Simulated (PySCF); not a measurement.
## NMR data sheet: C2H10O3Si3

| Property | Result |
| --- | --- |
| Formula | C2H10O3Si3 |
| SMILES | CC[SiH]1O[SiH2]O[SiH2]O1 |
| Point group of the computed structure | C1 |
| Degrees of unsaturation | 1 |
| Carbon signals | 2 |
| Proton signals | 5 |

Mapped SMILES: `[CH3:1][CH2:2][SiH:3]1[O:4][SiH2:5][O:6][SiH2:7][O:8]1`. Each H is labelled by its parent atom. Ha(Si5), Ha(Si7) are cis to C2 on the ring; Hb(Si5), Hb(Si7) are trans to C2 on the ring.

Theoretical values (PySCF 2.14): NMR shieldings at PBE0/pcSseg-1/GIAO, coordinates at the GFN2-xTB level. Isolated molecule, a single conformation, equivalent nuclei averaged, non-relativistic.

References, each an isolated molecule treated in the same way: 1H (σref 31.72) and 13C (σref 186.93) and 29Si (σref 349.16) vs TMS; 17O (σref 336.08) vs H2O.

```tsv
carbon	δC, type	δH (multiplicity)	HMBC from (2–3 bonds)	span of the C tensor (ppm)
C1	7.0, CH3	1.10 (t)	H(Si3), H(C2)	13
C2	14.1, CH2	0.86 (m)	H(Si3), H(C1)	13
```

Other nuclei:
```
          atoms  nucleus                                                   environment  δ (ppm)  σ (ppm)
Hb(Si5)/Hb(Si7)       1H     hydrogen on a silicon bonded to 2 O, in a 6-membered ring     5.21    26.51
         H(Si3)       1H  hydrogen on a silicon bonded to C, 2 O, in a 6-membered ring     5.19    26.53
Ha(Si5)/Ha(Si7)       1H     hydrogen on a silicon bonded to 2 O, in a 6-membered ring     5.17    26.55
            Si3     29Si             silicon bonded to C, 2 O, H, in a 6-membered ring    -24.7    373.9
        Si5/Si7     29Si              silicon bonded to 2 O, 2 H, in a 6-membered ring    -39.2    388.4
          O4/O8      17O                   oxygen bonded to 2 Si, in a 6-membered ring     93.1    243.0
             O6      17O                   oxygen bonded to 2 Si, in a 6-membered ring     86.6    249.5
```

1. Carbon types of the structure: 1 × CH2, 1 × CH3, leaving 5 H on heteroatoms.
2. δC 7.0: methyl carbon; a saturated carbon with 1 carbon neighbour and no heteroatom attached.
3. δH 5.21, 5.17: hydrogen on a silicon bonded to 2 O, in a 6-membered ring.
4. δH 5.19: hydrogen on a silicon bonded to C, 2 O, in a 6-membered ring.
5. δH 1.10: hydrogen on a methyl carbon.
6. δH 0.86: hydrogen on an sp3 CH2 bonded to Si; an electropositive neighbour shields it, as in TMS itself.

Shifts are as computed. Against solution values, carbons near 30 ppm lie about +3 ppm off and those near 130 ppm about +5 ppm. Of 1309 compounds with measured shifts, 239 miss one by over three times the rms of a fit or turn the order of signals round; such compounds aren't used in these exercises. Experimental scales use liquid or dissolved standards, which lie at an offset from isolated H2O (liquid H2O: subtract about 36 ppm). No couplings were computed; multiplicities are counted from neighbouring protons, with m where these are inequivalent, close in shift, in a saturated or five-membered ring or joined by F or P, and br s for small geminal =CH2 splittings.
